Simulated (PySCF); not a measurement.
Zn(Cl)(SMe) (CH3ClSZn), SMILES C[S][Zn][Cl]. Coordinates come from a PBE0-D3(BJ)/def2-SVP optimisation. The structure was generated by enumeration; whether it is a known compound was not checked. One conformer was computed; it need not be the lowest.

Task: Give the equilibrium geometry at PBE0-D3(BJ)/def2-SVP (PySCF confirms it by a frequency run) as bond lengths and angles, and its point group. (Estimate from the structure and the level; the computed values follow.)

Result: This is not unique; one that fits is point group Cs.
Atoms: Zn1 Cl2 S3 C4 H5 H6 H7. Bond lengths (Å): Zn1–Cl2 2.109, Zn1–S3 2.166, S3–C4 1.830, C4–H5 1.099, C4–H6 1.099, C4–H7 1.099. Angles (°): Cl2–Zn1–S3 179.9, Zn1–S3–C4 100.6, S3–C4–H5 112.3, S3–C4–H6 106.1, S3–C4–H7 112.3, H5–C4–H6 108.0, H5–C4–H7 109.8, H6–C4–H7 108.0.
Charge 0, spin multiplicity 1.
